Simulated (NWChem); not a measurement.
System: C3H9B; SMILES CBCC

Parts of the log:

```
             Northwest Computational Chemistry Package (NWChem) 7.3.0
             --------------------------------------------------------

                             Geometry "geometry" -> ""
                             -------------------------

 Output coordinates in angstroms (scale by  1.889725989 to convert to a.u.)

  No.       Tag          Charge          X              Y              Z
 ---- ---------------- ---------- -------------- -------------- --------------
    1 B                    5.0000    -0.44274000     0.64537000     0.17689900
    2 H                    1.0000    -1.61144400     0.50177700     0.49074500
    3 C                    6.0000     0.07913900     2.09848800    -0.07377000
    4 H                    1.0000     1.17156800     2.19969300    -0.16087700
    5 H                    1.0000    -0.30570600     2.82451000     0.66027100
    6 H                    1.0000    -0.35960900     2.41329600    -1.04191100
    7 C                    6.0000     0.47346600    -0.61847800     0.06972600
    8 C                    6.0000    -0.18560100    -1.98194900    -0.09766900
    9 H                    1.0000     1.00947900    -0.57417300     1.04624900
   10 H                    1.0000     1.28097300    -0.45962200    -0.66805800
   11 H                    1.0000    -0.69115500    -2.06351100    -1.07302000
   12 H                    1.0000    -0.95196800    -2.15299500     0.67440800
   13 H                    1.0000     0.53853100    -2.80969900    -0.03732700

 Effective nuclear repulsion energy (a.u.)     110.9127730895

  xc_inp: hfexch multiplicative factor not found.

                                 NWChem DFT Module
                                 -----------------

 Summary of "ao basis" -> "ao basis" (spherical)
 ------------------------------------------------------------------------------
       Tag                 Description            Shells   Functions and Types
 ---------------- ------------------------------  ------  ---------------------
 B                           6-31g*                  6       14   3s2p1d
 H                           6-31g*                  2        2   2s
 C                           6-31g*                  6       14   3s2p1d

            General Information
            -------------------
          SCF calculation type: DFT
          Wavefunction type:  closed shell.
          No. of atoms     :    13
          No. of electrons :    32
           Alpha electrons :    16
            Beta electrons :    16
          Charge           :     0
          Spin multiplicity:     1
          Use of symmetry is: off; symmetry adaption is: off
          Maximum number of iterations: 150
          AO basis - number of functions:    74
                     number of shells:    42
          Convergence on energy requested:  1.00D-06
          Convergence on density requested:  1.00D-05
          Convergence on gradient requested:  5.00D-04

              XC Information
              --------------
                     Hartree-Fock (Exact) Exchange  1.000

      Superposition of Atomic Density Guess
      -------------------------------------

 Sum of atomic energies:        -141.99094379

      Non-variational initial energy
      ------------------------------

 Total energy =    -144.525817
 1-e energy   =    -407.599629
 2-e energy   =     152.161040
 HOMO         =      -0.331699
 LUMO         =       0.014238

     ---------------------------------------------
      Total Density - Mulliken Population Analysis
     ---------------------------------------------

    Atom       Charge   Shell Charges
 -----------   ------   -------------------------------------------------------
    1 B    5     4.60   2.00  0.63  1.13  0.46  0.34  0.05
    2 H    1     1.04   0.50  0.54
    3 C    6     6.94   2.00  0.73  2.12  0.70  1.37  0.02
    4 H    1     0.76   0.46  0.30
    5 H    1     0.75   0.45  0.30
    6 H    1     0.74   0.44  0.30
    7 C    6     6.65   2.00  0.72  2.05  0.64  1.21  0.03
    8 C    6     6.67   2.00  0.71  2.03  0.68  1.22  0.03
    9 H    1     0.75   0.45  0.30
   10 H    1     0.77   0.46  0.31
   11 H    1     0.78   0.47  0.31
   12 H    1     0.78   0.47  0.31
   13 H    1     0.78   0.47  0.31

   convergence    iter        energy       DeltaE   RMS-Dens  Diis-err
 ---------------- ----- ----------------- --------- --------- ---------
 d= 0,ls=0.0,diis     1   -143.4719961175 -2.54D+02  4.90D-03  2.60D-01
 d= 0,ls=0.0,diis     2   -143.5170969772 -4.51D-02  1.86D-03  2.00D-02
 d= 0,ls=0.0,diis     3   -143.5208085445 -3.71D-03  5.73D-04  2.63D-03
 d= 0,ls=0.0,diis     4   -143.5212626589 -4.54D-04  1.44D-04  3.54D-05
 d= 0,ls=0.0,diis     5   -143.5212738473 -1.12D-05  2.62D-05  2.12D-06
 d= 0,ls=0.0,diis     6   -143.5212743846 -5.37D-07  8.24D-06  1.82D-07

         Total DFT energy =     -143.521274384581
      One electron energy =     -411.409988352880
           Coulomb energy =      179.643999367453
    Exchange-Corr. energy =      -22.668058488664
 Nuclear repulsion energy =      110.912773089510

 Numeric. integr. density =        0.000000000000

                       DFT Final Molecular Orbital Analysis
                       ------------------------------------

 Vector   14  Occ=2.000000D+00  E=-4.802914D-01
              MO Center=  1.2D-01, -1.1D+00, -2.1D-02, r^2= 3.0D+00
   Bfn.  Coefficient  Atom+Function         Bfn.  Coefficient  Atom+Function
  ----- ------------  ---------------      ----- ------------  ---------------
    55     -0.294260   8 C  pz               41      0.282938   7 C  pz
    45      0.189168   7 C  pz               59     -0.187152   8 C  pz
    69      0.179111  11 H  s                65      0.176590   9 H  s
    66      0.175093   9 H  s                70      0.169848  11 H  s
    71     -0.170286  12 H  s                67     -0.162042  10 H  s

 Vector   15  Occ=2.000000D+00  E=-4.458790D-01
              MO Center= -2.7D-01,  6.9D-01,  7.5D-02, r^2= 3.3D+00
   Bfn.  Coefficient  Atom+Function         Bfn.  Coefficient  Atom+Function
  ----- ------------  ---------------      ----- ------------  ---------------
    20      0.307086   3 C  py                4     -0.261053   1 B  py
    16      0.208210   2 H  s                 3     -0.201575   1 B  px
    24      0.184854   3 C  py               54     -0.183213   8 C  py
    15      0.174947   2 H  s                40      0.165315   7 C  py
    19      0.114250   3 C  px               44      0.100410   7 C  py

 Vector   16  Occ=2.000000D+00  E=-4.273825D-01
              MO Center= -5.4D-02, -1.5D-01,  1.3D-01, r^2= 3.2D+00
   Bfn.  Coefficient  Atom+Function         Bfn.  Coefficient  Atom+Function
  ----- ------------  ---------------      ----- ------------  ---------------
    39      0.272655   7 C  px                3     -0.243954   1 B  px
    40     -0.229764   7 C  py                4      0.213911   1 B  py
    16      0.183892   2 H  s                43      0.183128   7 C  px
    15      0.150549   2 H  s                44     -0.131200   7 C  py
    74     -0.131269  13 H  s                73     -0.125853  13 H  s

 Vector   17  Occ=0.000000D+00  E= 1.336130D-01
              MO Center= -4.1D-01,  6.0D-01,  1.4D-01, r^2= 2.7D+00
   Bfn.  Coefficient  Atom+Function         Bfn.  Coefficient  Atom+Function
  ----- ------------  ---------------      ----- ------------  ---------------
     9      0.785999   1 B  pz                5      0.351014   1 B  pz
    66     -0.292515   9 H  s                36      0.256750   6 H  s
     7      0.195854   1 B  px               68      0.190896  10 H  s
    56      0.180050   8 C  s                34     -0.177440   5 H  s
    70     -0.172352  11 H  s                59     -0.122923   8 C  pz

 Vector   18  Occ=0.000000D+00  E= 2.425702D-01
              MO Center=  4.8D-01, -3.3D-01,  6.6D-02, r^2= 6.5D+00
   Bfn.  Coefficient  Atom+Function         Bfn.  Coefficient  Atom+Function
  ----- ------------  ---------------      ----- ------------  ---------------
    42      1.795806   7 C  s                22      1.181467   3 C  s
    56      1.156276   8 C  s                66     -1.027414   9 H  s
    68     -0.855229  10 H  s                 6     -0.767576   1 B  s
    36     -0.670161   6 H  s                74     -0.607406  13 H  s
    70     -0.575504  11 H  s                72     -0.521181  12 H  s

 Vector   19  Occ=0.000000D+00  E= 2.558279D-01
              MO Center= -1.3D-01,  6.9D-01, -8.9D-02, r^2= 8.5D+00
   Bfn.  Coefficient  Atom+Function         Bfn.  Coefficient  Atom+Function
  ----- ------------  ---------------      ----- ------------  ---------------
    22      2.269912   3 C  s                56     -1.555856   8 C  s
    36     -0.858455   6 H  s                32     -0.823233   4 H  s
    34     -0.801197   5 H  s                 8     -0.715083   1 B  py
    72      0.707271  12 H  s                74      0.650840  13 H  s
    70      0.547583  11 H  s                44     -0.328019   7 C  py

     ---------------------------------------------
      Total Density - Mulliken Population Analysis
     ---------------------------------------------

    Atom       Charge   Shell Charges
 -----------   ------   -------------------------------------------------------
    1 B    5     4.54   2.00  0.57  1.32  0.32  0.27  0.06
    2 H    1     1.06   0.52  0.54
    3 C    6     6.72   2.00  0.64  2.07  0.72  1.27  0.04
    4 H    1     0.83   0.52  0.32
    5 H    1     0.82   0.51  0.31
    6 H    1     0.83   0.51  0.32
    7 C    6     6.52   2.00  0.64  2.05  0.67  1.13  0.04
    8 C    6     6.48   2.00  0.64  2.04  0.68  1.07  0.05
    9 H    1     0.84   0.51  0.33
   10 H    1     0.83   0.52  0.32
   11 H    1     0.84   0.52  0.32
   12 H    1     0.84   0.52  0.32
   13 H    1     0.84   0.52  0.32

     -------------------------------------------
      Total Density - Lowdin Population Analysis
     -------------------------------------------

    Atom       Charge   Shell Charges
 -----------   ------   -------------------------------------------------------
    1 B    5     4.95   1.99  0.46  1.21  0.37  0.80  0.12
    2 H    1     1.00   0.50  0.50
    3 C    6     6.45   1.99  0.54  1.88  0.45  1.54  0.06
    4 H    1     0.87   0.49  0.38
    5 H    1     0.86   0.49  0.37
    6 H    1     0.85   0.48  0.37
    7 C    6     6.31   1.99  0.52  1.87  0.42  1.43  0.07
    8 C    6     6.35   1.99  0.54  1.85  0.44  1.44  0.08
    9 H    1     0.85   0.49  0.37
   10 H    1     0.87   0.50  0.37
   11 H    1     0.88   0.50  0.38
   12 H    1     0.88   0.50  0.38
   13 H    1     0.88   0.50  0.38

     Multipole analysis of the density
     ---------------------------------

     L   x y z        total         alpha         beta         nuclear
     -   - - -        -----         -----         ----         -------
     0   0 0 0     -0.000000    -16.000000    -16.000000     32.000000

     1   1 0 0      0.154118      0.011870      0.011870      0.130378
     1   0 1 0      0.054786     -0.061889     -0.061889      0.178564
     1   0 0 1     -0.033887     -0.172560     -0.172560      0.311232

     2   2 0 0    -21.911878    -30.767079    -30.767079     39.622279
     2   1 1 0     -0.105384     -1.569340     -1.569340      3.033296
     2   1 0 1      0.495815      1.401957      1.401957     -2.308099
     2   0 2 0    -21.948577   -172.724449   -172.724449    323.500320
     2   0 1 1     -0.067924     -0.678471     -0.678471      1.289018
     2   0 0 2    -20.088869    -19.351168    -19.351168     18.613467

                     NWChem Electrostatic Potential Fit Module
                     -----------------------------------------

 Atom parameters

 Number of atoms is                                   13
 Number of basis functions is                         74

 Grid parameters

 Maximum number of grid points is                  47210
 Number of grid points is                          47209
 Grid range                                     0.300000 nm
 Grid spacing                                   0.020000 nm
 Probe radius                                   0.070000 nm
 Atom radius factor                             1.000000

 Atomic radii

    1    0.100000
    5    0.158000
    6    0.147000
 FASTESP  F
  using M.O. file = ./job.movecs

    Atom              Coordinates                           Charge

                                                  ESP

    1 B    -0.044274    0.064537    0.017690    0.493359
    2 H    -0.161144    0.050178    0.049075   -0.209557
    3 C     0.007914    0.209849   -0.007377   -0.382970
    4 H     0.117157    0.219969   -0.016088    0.056004
    5 H    -0.030571    0.282451    0.066027    0.070049
    6 H    -0.035961    0.241330   -0.104191    0.077667
    7 C     0.047347   -0.061848    0.006973   -0.040290
    8 C    -0.018560   -0.198195   -0.009767   -0.083764
    9 H     0.100948   -0.057417    0.104625    0.001998
   10 H     0.128097   -0.045962   -0.066806   -0.016358
   11 H    -0.069116   -0.206351   -0.107302    0.008853
   12 H    -0.095197   -0.215300    0.067441    0.007415
   13 H     0.053853   -0.280970   -0.003733    0.017594
                                            ------------
                                               -0.000000

 Dipole moment                                  0.164416

 Quadrupole moment Qxx                         -1.026729
                   Qyy                         -2.377908
                   Qzz                          3.404637

 RMS deviation kJ/mol                           0.047295

 RRMS %                                        57.580132
```

Level: Hartree-Fock/6-31G* (spherical d). All runs use the structure optimised with PBE0/def2-SVP.

Question: Reconstruct the input file.

Answer: Several could match; the one computed here: the input that was run:
```
start job
memory heap 200 mb stack 900 mb global 1100 mb
geometry units angstroms noautosym nocenter noautoz
  B     -0.442740     0.645370     0.176899
  H     -1.611444     0.501777     0.490745
  C      0.079139     2.098488    -0.073770
  H      1.171568     2.199693    -0.160877
  H     -0.305706     2.824510     0.660271
  H     -0.359609     2.413296    -1.041911
  C      0.473466    -0.618478     0.069726
  C     -0.185601    -1.981949    -0.097669
  H      1.009479    -0.574173     1.046249
  H      1.280973    -0.459622    -0.668058
  H     -0.691155    -2.063511    -1.073020
  H     -0.951968    -2.152995     0.674408
  H      0.538531    -2.809699    -0.037327
end
basis spherical
  * library 6-31g*
end
dft
  xc hfexch
  iterations 150
  mulliken
end
task dft energy
esp
  recalculate
  probe 0.07
  range 0.3
  factor 1.0
  spacing 0.02
end
task esp
```
